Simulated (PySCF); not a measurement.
Isomers of C5H10NPSi.

All values: PBE0/pcSseg-1 (PySCF) at GFN2-xTB geometries, gas phase, one conformer each.

Task: Rank by the lowest IAO charge on any atom, highest value first.
A. `[CH2:1]=[CH:2][C:3](=[CH2:4])[Si@H:5]([PH2:6])[N:7]=[CH2:8]` with C1–C2–C3–C4 -178°, C2–C3–Si5–P6 -54°, C3–Si5–P6–H -23° and -116°, C3–Si5–N7–C8 -137°
B. `[CH2:1]=[CH:2][C:3](=[CH2:4])/[CH:5]=[N:6]/[SiH2:7][PH2:8]` with C1–C2–C3–C4 161°, C2–C3–C5–N6 -19°, C5–N6–Si7–P8 -113°, N6–Si7–P8–H -163° and -70°
C. `[CH2:1]=[CH:2][C@@H:3]([C:4]#[N:5])[Si@H:6]([CH3:7])[PH2:8]` with C1–C2–C3–C4 145°, C2–C3–Si6–C7 180°, C3–Si6–P8–H -176° and -83°

Result: A (-0.516 e), B (-0.546 e), C (-0.713 e).

Task: Rank by LUMO energy, highest first.
A. `[CH2:1]=[CH:2][C:3](=[CH2:4])[Si@H:5]([PH2:6])[N:7]=[CH2:8]` with C1–C2–C3–C4 -178°, C2–C3–Si5–P6 -54°, C3–Si5–P6–H -23° and -116°, C3–Si5–N7–C8 -137°
B. `[CH2:1]=[CH:2][C@@H:3]([C:4]#[N:5])[Si@@H:6]([CH3:7])[PH2:8]` with C1–C2–C3–C4 147°, C2–C3–Si6–C7 -62°, C3–Si6–P8–H 77° and 170°
C. `[CH2:1]=[CH:2][C:3](=[CH2:4])/[CH:5]=[N:6]/[SiH2:7][PH2:8]` with C1–C2–C3–C4 161°, C2–C3–C5–N6 -19°, C5–N6–Si7–P8 -113°, N6–Si7–P8–H -163° and -70°

Result: B (-0.53 eV), A (-1.10 eV), C (-1.74 eV).

Task: Rank by HOMO energy, highest first.
A. `[CH2:1]=[CH:2][C@@H:3]([C:4]#[N:5])[Si@@H:6]([CH3:7])[PH2:8]` with C1–C2–C3–C4 147°, C2–C3–Si6–C7 -62°, C3–Si6–P8–H 77° and 170°
B. `[CH2:1]=[CH:2][C@@H:3]([C:4]#[N:5])[Si@H:6]([CH3:7])[PH2:8]` with C1–C2–C3–C4 145°, C2–C3–Si6–C7 180°, C3–Si6–P8–H -176° and -83°
C. `[CH2:1]=[CH:2][C:3](=[CH2:4])/[CH:5]=[N:6]/[SiH2:7][PH2:8]` with C1–C2–C3–C4 161°, C2–C3–C5–N6 -19°, C5–N6–Si7–P8 -113°, N6–Si7–P8–H -163° and -70°

Result: C (-6.78 eV), A (-7.50 eV), B (-7.74 eV).

All values together:

```json
{"SMILES": "C=C[C@@H](C#N)[Si@H](C)P", "μ (D)": "3.69", "HOMO (eV)": "-7.74", "LUMO (eV)": "-0.45", "lowest IAO charge (e)": "-0.713 (C)", "highest IAO charge (e)": "+0.763 (Si)", "lowest Hirshfeld charge (e)": "-0.236 (N)", "highest Hirshfeld charge (e)": "+0.333 (Si)"}
{"SMILES": "C=CC(=C)[Si@H](P)N=C", "μ (D)": "1.83", "HOMO (eV)": "-6.85", "LUMO (eV)": "-1.10", "lowest IAO charge (e)": "-0.516 (N)", "highest IAO charge (e)": "+0.840 (Si)", "lowest Hirshfeld charge (e)": "-0.221 (N)", "highest Hirshfeld charge (e)": "+0.331 (Si)"}
{"SMILES": "C=C[C@@H](C#N)[Si@@H](C)P", "μ (D)": "3.64", "HOMO (eV)": "-7.50", "LUMO (eV)": "-0.53", "lowest IAO charge (e)": "-0.713 (C)", "highest IAO charge (e)": "+0.758 (Si)", "lowest Hirshfeld charge (e)": "-0.236 (N)", "highest Hirshfeld charge (e)": "+0.333 (Si)"}
{"SMILES": "C=CC(=C)/C=N/[SiH2]P", "μ (D)": "1.59", "HOMO (eV)": "-6.78", "LUMO (eV)": "-1.74", "lowest IAO charge (e)": "-0.546 (N)", "highest IAO charge (e)": "+0.729 (Si)", "lowest Hirshfeld charge (e)": "-0.220 (N)", "highest Hirshfeld charge (e)": "+0.312 (Si)"}
```

Conformers: `[CH2:1]=[CH:2][C@@H:3]([C:4]#[N:5])[Si@H:6]([CH3:7])[PH2:8]` with C1–C2–C3–C4 145°, C2–C3–Si6–C7 180°, C3–Si6–P8–H -176° and -83°; `[CH2:1]=[CH:2][C:3](=[CH2:4])[Si@H:5]([PH2:6])[N:7]=[CH2:8]` with C1–C2–C3–C4 -178°, C2–C3–Si5–P6 -54°, C3–Si5–P6–H -23° and -116°, C3–Si5–N7–C8 -137°; `[CH2:1]=[CH:2][C@@H:3]([C:4]#[N:5])[Si@@H:6]([CH3:7])[PH2:8]` with C1–C2–C3–C4 147°, C2–C3–Si6–C7 -62°, C3–Si6–P8–H 77° and 170°; `[CH2:1]=[CH:2][C:3](=[CH2:4])/[CH:5]=[N:6]/[SiH2:7][PH2:8]` with C1–C2–C3–C4 161°, C2–C3–C5–N6 -19°, C5–N6–Si7–P8 -113°, N6–Si7–P8–H -163° and -70°.
